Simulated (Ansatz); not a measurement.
Cost and result up the ladder for Co(NH2)3 (CoN₃H₆) (10 atoms). The state is a quintet with charge 0. Geometry: PBE0-D4/def2-SVP.

```xyz
10

Co    0.000    0.000    0.000
N     0.182   -1.796   -0.224
H    -0.228   -2.508    0.375
H     0.706   -2.245   -0.971
N     0.758    1.147   -1.192
H     1.280    0.873   -2.020
H     0.728    2.161   -1.132
N    -0.939    0.649    1.416
H    -1.381    0.085    2.137
H    -1.105    1.633    1.610
```

Ansatz on 4 threads of Intel Xeon 6975P-C on a shared host. Times are rough, and most runs start from the orbitals of an earlier one. PBE0-D4/def2-TZVPD serves as the yardstick here, not as an exact answer. Differences are given only for rows in sets of like size (and for xTB, whose basis is part of the method), since another set adds its own error. Binding counts from free atoms at the same level (Co quartet, N quartet, H doublet; other spins of the atoms weren't run), without zero-point energy or a counterpoise term.

HSE06 is defined as in plane-wave codes, on full-range PBE exchange. Correlated methods freeze 8 core orbitals; core or outer-core shells of Co are correlated, in sets that lack core-valence functions. In CCSD on the charge 0 quintet the largest single amplitude is 0.25, so its Hartree–Fock determinant may place the open shell otherwise than the density functionals do.

Run but left out: HF/STO-3G (a determinant that CCSD turns far, T1 0.052).

Correlated methods converge slowly with the basis.

| level | functions | binding energy per atom (eV) | difference from PBE0-D4/def2-TZVPD (eV) | remarks |
| --- | --- | --- | --- | --- |
| CCSD(T)/def2-TZVP | 174 | 3.00 | -0.16 | large T1 (0.052) |
| PBE-D4/def2-SVP | 103 | 3.36 | – | – |
| r2SCAN-D4/def2-TZVPD | 213 | 3.21 | 0.05 | – |
| PBE0-D4/def2-SVP | 103 | 3.14 | – | – |
| PBE-D4/def2-TZVPD | 213 | 3.34 | 0.18 | – |
| HSE06-D4/def2-TZVP | 174 | 3.15 | -0.01 | – |
| PBE0-D4/def2-TZVP | 174 | 3.15 | -0.01 | – |
| PBE0-D4/def2-TZVPD | 213 | 3.16 | 0.00 | – |

Question: Estimate how long each takes.

Answer: PBE-D4/def2-SVP 0.95 s; PBE0-D4/def2-SVP 1.7 s; PBE-D4/def2-TZVPD 2.3 s; HSE06-D4/def2-TZVP 3.1 s; PBE0-D4/def2-TZVP 3.4 s; r2SCAN-D4/def2-TZVPD 4.3 s; PBE0-D4/def2-TZVPD 5.5 s; CCSD(T)/def2-TZVP 2.2 min. On shared hardware such times vary by a factor of up to 3.
